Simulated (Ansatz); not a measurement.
Molecule: borohydride, BH4 (charge -1, singlet). 
Structure (B3LYP-D3(BJ)/def2-TZVP (Ansatz, a program for electronic structure) minimum search):
```xyz
5

B      0.0000     0.0000     0.0000
H     -0.7829    -0.8326    -0.4714
H      0.1716    -0.2303     1.2025
H     -0.4718     1.1343    -0.1391
H      1.0831    -0.0713    -0.5919
```
Charge -1, spin multiplicity 1.

Basis-set convergence of Hartree-Fock and CCSD(T) correlation energies (hartree) with Ansatz. Correlated levels leave the core frozen unless marked. Spin-orbit coupling is left out. Non-relativistic. This anion needs diffuse functions, which these sets lack.

```
basis    functions      E(HF)  E(corr, CCSD(T))
-------  ---------  ---------  ----------------
cc-pVDZ         34  -26.97207          -0.16660
cc-pVTZ         86  -26.98628          -0.19586
cc-pVQZ        175        [?]               [?]
```

### Question
Fill in the missing entries.

### Answer

- cc-pVQZ, E(HF): -26.98891
- cc-pVQZ, E(corr, CCSD(T)): -0.20355
